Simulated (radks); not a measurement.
All-electron atom: the beryllium ion Be3+ in 1s1 (the NIST ground configuration). Calculated with a radial shooting solver on a logarithmic mesh with Libxc functionals: scalar-relativistic Kohn-Sham, LDA (Slater exchange, Perdew-Wang correlation), spin-polarised, spherical densities, point nucleus; open shells are filled with parallel spins first.

Normalised radial functions P(r) = r R(r), r in bohr:

| r | 1s up |
|---|---|
| 0.02691 | 0.3838 |
| 0.03133 | 0.4389 |
| 0.03648 | 0.5005 |
| 0.04246 | 0.5688 |
| 0.04943 | 0.6439 |
| 0.05755 | 0.7256 |
| 0.06646 | 0.8085 |
| 0.07737 | 0.9009 |
| 0.09007 | 0.9967 |
| 0.1049 | 1.0935 |
| 0.1221 | 1.1881 |
| 0.1421 | 1.2765 |
| 0.1654 | 1.3537 |
| 0.1926 | 1.4139 |
| 0.2242 | 1.4510 |
| 0.261 | 1.4590 |
| 0.3039 | 1.4327 |
| 0.3538 | 1.3687 |
| 0.4118 | 1.2665 |
| 0.4794 | 1.1293 |
| 0.5582 | 0.9646 |
| 0.6498 | 0.7837 |
| 0.7564 | 0.6009 |
| 0.8806 | 0.4307 |
| 1.025 | 0.2855 |
| 1.193 | 0.1728 |
| 1.389 | 0.0942 |

1s up: eigenvalue -190.10 eV, 0 radial nodes, <r> = 0.380 bohr, 90 % of the charge inside 0.677 bohr.
